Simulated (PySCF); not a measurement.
`CO[C](=O)[GeH2][CH2]F`, C₃H₇FGeO₂

Geometry (Å), atoms numbered from 1 in this order:
```xyz
14

C     2.6972    0.2419    0.3780
O     1.4149   -0.2355   -0.0276
C     0.4951   -0.3788    0.9152
O     0.6610   -0.1654    2.0836
Ge   -1.2050   -0.9277    0.0391
C    -2.4395    0.6374    0.1255
F    -1.8383    1.6891   -0.5336
H     3.3028    0.2996   -0.5223
H     3.1410   -0.4465    1.0994
H     2.5980    1.2258    0.8394
H    -1.8720   -2.0751    0.7469
H    -0.9433   -1.2906   -1.3936
H    -2.6138    0.9642    1.1542
H    -3.3986    0.4612   -0.3664
```

Method: PySCF 2.14.0, quadratic response KT2/STO-3G first hyperpolarisability, Taylor convention, gas phase. Geometry: GFN2-xTB.

The calculation is non-relativistic, which matters for the atoms heavier than Zn.

(1) What is the first hyperpolarisability, and how does it disperse?

## Answers

(1) In au, Taylor convention; the vector part is βᵢ = ⅓ Σⱼ (βᵢⱼⱼ + βⱼᵢⱼ + βⱼⱼᵢ); β∥ is 3/5 of the vector part along the dipole, the dipole points from − to +:
| process | λ (nm) | β vector norm | β∥ | β HRS | depolarisation ratio |
| --- | --- | --- | --- | --- | --- |
| static β(0;0,0) | ∞ | 139.8 | -34.3 | 58.0 | 4.98 |
| Pockels β(−ω;ω,0) | 488 | 205.1 | -49.5 | – | – |

Second harmonics within 0.3 eV of the first excitation or beyond it are left out.

Problem. Which lowest excitations, dipole and polarisabilities go with it?

Solution. S1 5.31 eV (f = 0.006); S2 5.54 eV (f = 0.037); S3 5.83 eV (f = 0.000); dipole 0.90 D; isotropic α 38.0 au static, 39.6 au at 488 nm.
